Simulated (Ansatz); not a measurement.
Saddle point of GeAsH7S, singlet (GeH₄S ([SH][GeH3]) + AsH₃ → GeAsH₅ ([GeH3][AsH2]) + H₂S; bonds formed: Ge1–As7, S2–H6; bonds broken: Ge1–S2, H6–As7), PBE0-D4/def2-TZVP structure:

```
10
angstrom
Ge -0.8108 -1.0027 0.3956
S 0.7732 0.4851 1.6835
H -0.5359 -1.8170 -0.8841
H -0.6244 -2.0376 1.5427
H -2.1859 -0.3563 0.5644
H 0.4695 1.0123 0.3215
As -0.2663 0.9790 -1.6245
H 1.8209 -0.1733 1.1623
H 0.2027 2.3773 -1.2163
H 1.1572 0.5333 -1.9451
```

Energies are electronic, without zero-point energy. Barriers and step energies count from the start structure reached by relaxing down the imaginary mode; all methods use the PBE0-D4 structures, on which another method's saddle can fall below an end. Computed with Ansatz 0.2.0 (basis: def2-TZVPP, with def2-QZVPP for the basis limit); correlated methods freeze the cores. Filled d shells of the heavier atoms are correlated. The def2 sets are not built for correlating such inner shells, so the correlated values are less sure here. B3LYP uses VWN-RPA correlation. Extrapolation: Hartree–Fock as exp(−7.88 √X), correlation as X^−2.97.

```tsv
method	barrier (eV)	step energy (eV)
SPW92	1.732	0.054
PBE-D4	1.947	0.058
BLYP-D4	2.112	0.077
r2SCAN-D4	2.187	0.088
B97M-V	2.458	0.165
PBE0-D4	2.220	0.076
B3LYP-D4	2.334	0.089
r2SCAN0-D4	2.361	0.090
BHLYP-D4	?	0.121
CAM-B3LYP-D4	2.564	0.098
wB97X-V	2.624	0.121
wB97M-V	2.504	0.108
B2PLYP	2.470	0.078
PBE-QIDH	2.455	0.094
RPA on PBE	?	0.096
HF	3.325	0.149
MP2	?	0.094
CCSD	2.722	0.086
CCSD(T)	2.554	0.085
```

Question: Fill in the withheld barriers. (To be estimated.)

Answer: The calculation gives: MP2 2.489; RPA on PBE 2.529; BHLYP-D4 2.655 eV. Each is the energy of the saddle less that of the start structure, by the same method.

For comparison, the barrier by CCSD(T) at an estimated basis limit (MP2 extrapolated from triple and quadruple zeta, plus CCSD(T) − MP2 in triple zeta) is 2.486 eV.

No T1 diagnostic of these runs exceeds 0.014.

Labels in which every atom is bracketed show which atoms are joined, not bond orders.

For scale, one of the runs: CCSD(T)/def2-TZVPP, 236 basis functions, launched by `ansatz run in.yaml --threads 8 --pin off --events-out ev --progress --plain --max-ram 19148MiB`. The run took 96 s on 8 CPU threads of an Arm Neoverse V2 (shared host), with 4.2 GiB of host memory at its peak.
